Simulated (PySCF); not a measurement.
Dipole response of Mo (molybdenum, neutral)

[Kr] 4d5 5s1, high-spin 7S determinant. Computed with PySCF 2.14 in aug-cc-pVTZ-PP with ECP28MDF, with scalar relativity through the core potential. Coupled (time-dependent) response in atomic units; α is the mean over directions.

```
method  mean α (bohr³)  C₆ (like pair)  S(−4)
   UHF           108.1            1196   8099
   PBE           72.97           761.1   2988
  PBE0           77.59           813.6   3476
  MN15           79.41           852.2   3498
```

S(−4) is the Cauchy moment in α(ω) = α(0) + S(−4) ω² + …

Reference α: 87 ± 6 bohr³ (recommended; Schwerdtfeger and Nagle, table of static dipole polarizabilities (2023 update)). Published C₆: 1030 (Gould and Bucko (2016)).

Hartree-Fock lies above the reference because it lacks correlation, which contracts the outer shell.

α(iu) at MN15:

| u (hartree) | α(iu) (bohr³) |
| --- | --- |
| 0 | 79.41 |
| 0.0500 | 71.68 |
| 0.100 | 56.47 |
| 0.200 | 33.72 |
| 0.300 | 22.69 |
| 0.500 | 13.20 |
| 0.750 | 8.272 |
| 1.00 | 5.783 |
| 1.50 | 3.341 |
| 2.00 | 2.181 |
| 3.00 | 1.130 |
| 5.00 | 0.4547 |

A single London oscillator, α(iu) = α/(1 + u²/ω²), gives C₆ = (3/4) ω α². Matching the computed C₆ needs ω = 4 × 852.2 / (3 × 79.41²) = 0.180 hartree.

Energies and moments cover only the electrons outside the core potential.
